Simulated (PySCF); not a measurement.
A GIAO shielding run with PySCF 2.14.0 with density-fitted response routines (density fitting, non-relativistic, gas phase) on `C(C(C)(C)O[SiH3])C#N`, C5H11NOSi:

```
{"job": {"kind": "nmr", "xc": "PBE0", "basis": "pcSseg-1"}, "charge": 0, "multiplicity": 1}
C      0.979606     1.368205    -0.806314
C      0.170739     0.276513    -0.100172
C      0.106329     0.546236     1.402432
C      0.815355    -1.107663    -0.354902
C      2.162313    -1.174857     0.140111
N      3.231834    -1.221553     0.541967
O     -1.110142     0.283297    -0.668289
Si    -2.498994    -0.480181    -0.352295
H      0.518488     2.336298    -0.627882
H      0.992185     1.187696    -1.878779
H      2.001063     1.384746    -0.435301
H     -0.405638     1.488012     1.583761
H      1.109844     0.601074     1.816914
H     -0.441124    -0.248097     1.905136
H      0.818361    -1.308423    -1.429633
H      0.216869    -1.877301     0.140082
H     -3.313068     0.075690    -1.419062
H     -2.353933    -1.938928    -0.453585
H     -3.009889    -0.181514     0.988352
```

Hardware: 1 thread of an x86-64 server CPU, shared host. The job also computes population analyses, field gradients.

(1) How large is the calculation?

(2) How long does it take?

## Answers

(1) 70 electrons, 198 basis functions and 1043 auxiliary functions.

(2) 58 s of wall time, with 15 SCF cycles and 5 response iterations. Times on a shared host scatter by some tens of per cent.
